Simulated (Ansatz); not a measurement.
The cluster Cu8Te4⁻, 12 atoms. Hardware: 2 threads of AMD EPYC 7R13 on a shared host and a share (18 GiB) of an NVIDIA H100 80GB HBM3.

In the def2 sets Te takes a core potential; there is no spin–orbit coupling. Correlated methods freeze 88 core orbitals; core or outer-core shells of Te are correlated, in sets that lack core-valence functions. Single mean-field runs in def2-TZVP are fitted with def2-universal-jkfit.

Question: How many basis functions does each of these Ansatz runs have, and roughly what does it cost? PBE-D4/def2-TZVP, charge -1 doublet, energy and forces, from earlier orbitals; MP2/def2-SVP, charge -1 doublet, energy, from earlier orbitals; PBE-D4/def2-SVP, charge -1 doublet, energy with a search over starts; PBE0-D4/def2-SVP, charge -1 doublet, energy, from earlier orbitals; PBE-D4/def2-SVP, charge -1 doublet, relaxation, 5 steps; PBE0-D4/def2-TZVP, charge -1 doublet, energy, from earlier orbitals; r2SCAN-D4/def2-TZVP, charge -1 doublet, energy, from earlier orbitals; PBE-D4/def2-SVP, charge -1 doublet, energy, from earlier orbitals; RPA@PBE/def2-SVP, charge -1 doublet, energy, from earlier orbitals; BLYP-D4/def2-TZVP, charge -1 doublet, energy, from earlier orbitals.

Answer: Other jobs shared the machine, so times can vary by a factor of up to 3.

```json
{"run": "MP2/def2-SVP, charge -1 doublet, energy, from earlier orbitals", "functions": "352", "fitting or Cholesky vectors": "4100", "wall time": "8.5 s", "peak host memory (GiB)": "1"}
{"run": "BLYP-D4/def2-TZVP, charge -1 doublet, energy, from earlier orbitals", "functions": "560", "fitting or Cholesky vectors": "2984", "wall time": "9.5 s", "peak host memory (GiB)": "1.2"}
{"run": "RPA@PBE/def2-SVP, charge -1 doublet, energy, from earlier orbitals", "functions": "352", "fitting or Cholesky vectors": "4100", "wall time": "10 s", "peak host memory (GiB)": "2.2"}
{"run": "PBE0-D4/def2-SVP, charge -1 doublet, energy, from earlier orbitals", "functions": "352", "fitting or Cholesky vectors": "4100", "wall time": "11 s", "peak host memory (GiB)": "1.1"}
{"run": "PBE-D4/def2-SVP, charge -1 doublet, energy, from earlier orbitals", "functions": "352", "fitting or Cholesky vectors": "4352", "wall time": "11 s", "peak host memory (GiB)": "1.2"}
{"run": "r2SCAN-D4/def2-TZVP, charge -1 doublet, energy, from earlier orbitals", "functions": "560", "fitting or Cholesky vectors": "2984", "wall time": "16 s", "peak host memory (GiB)": "1.4"}
{"run": "PBE0-D4/def2-TZVP, charge -1 doublet, energy, from earlier orbitals", "functions": "560", "fitting or Cholesky vectors": "2984", "wall time": "18 s", "peak host memory (GiB)": "1.2"}
{"run": "PBE-D4/def2-TZVP, charge -1 doublet, energy and forces, from earlier orbitals", "functions": "560", "fitting or Cholesky vectors": "2984", "wall time": "22 s", "peak host memory (GiB)": "1.2"}
{"run": "PBE-D4/def2-SVP, charge -1 doublet, energy with a search over starts", "functions": "352", "fitting or Cholesky vectors": "4352", "wall time": "26 s", "peak host memory (GiB)": "1.3"}
{"run": "PBE-D4/def2-SVP, charge -1 doublet, relaxation, 5 steps", "functions": "352", "fitting or Cholesky vectors": "4352", "wall time": "47 s", "peak host memory (GiB)": "1.1"}
```
